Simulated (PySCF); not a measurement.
C3S2, SMILES S=C=C=C=S.

Geometry: PBE0-D3(BJ)/def2-SVP.

Calculation: PySCF 2.14.0 with PBE0-D3(BJ)/def2-SVP.

Frequencies are harmonic and unscaled.

Modes within 1.5 cm⁻¹ of each other (mostly degenerate sets) share a row, with their intensities summed.

Computed normal modes with their intensities:
| mode | ν (cm⁻¹) | IR (km/mol) | Raman (Å⁴/amu) | depolarisation | moving atoms (share of kinetic energy) |
|---|---|---|---|---|---|
| 1–2 | 105 | 0.7 | 0.0 | – | C 67 %, S 33 % |
| 3–4 | 429 | 0.0 | 0.4 | 0.75 | C 93 % |
| 5 | 515 | 0.0 | 57.6 | 0.29 | S 93 % |
| 6–7 | 531 | 3.2 | 0.0 | – | C 97 % |
| 8 | 1079 | 288.7 | 0.0 | – | C 64 %, S 36 % |
| 9 | 1765 | 0.0 | 12.0 | 0.37 | C 93 % |
| 10 | 2213 | 2864.8 | 0.0 | – | C 100 % |
